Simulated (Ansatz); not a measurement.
One change: `C/C(F)=C/Br` becomes `C/C(F)=C\O`.

Ansatz, PBE0-D4/def2-TZVP geometries, multiplicity 1. Each molecule was computed in one conformer, which needn't be the lowest.

Scalar relativity is left out up to krypton.

```tsv
property	`C/C(F)=C/Br`
HOMO energy (B3LYP/def2-TZVPP) / eV	-6.79
HOMO energy (ωB97M-V/def2-TZVPP) / eV	-9.16
HOMO–LUMO gap (ωB97M-V/def2-TZVPP) / eV	11.45
HOMO–LUMO gap (B3LYP/def2-TZVPP) / eV	6.69
HOMO energy (PBE/def2-TZVPP) / eV	-5.82
LUMO energy (PBE0/def2-TZVPP) / eV	0.14
```

(1) Give the same properties after the change, and the shifts. (Best estimate.)

Answers

(1) The calculation gave: 
| property | `C/C(F)=C\O` | shift |
| --- | --- | --- |
| HOMO energy (B3LYP/def2-TZVPP) / eV | -6.18 | 0.61 |
| HOMO energy (ωB97M-V/def2-TZVPP) / eV | -8.62 | 0.54 |
| HOMO–LUMO gap (ωB97M-V/def2-TZVPP) / eV | 10.79 | -0.66 |
| HOMO–LUMO gap (B3LYP/def2-TZVPP) / eV | 6.45 | -0.24 |
| HOMO energy (PBE/def2-TZVPP) / eV | -5.08 | 0.74 |
| LUMO energy (PBE0/def2-TZVPP) / eV | 0.65 | 0.51 |

With PBE0 the HOMO rises by 0.64 eV and the LUMO rises by 0.51 eV, so the gap narrows by about 0.13 eV. PBE moves the HOMO by 0.74 eV and ωB97M-V by 0.54 eV.

B3LYP here is the variant with VWN-RPA as its local correlation; programs differ in this.

Spin–orbit coupling is left out; it splits and shifts lone-pair levels of the heavy atoms by tenths of an eV.
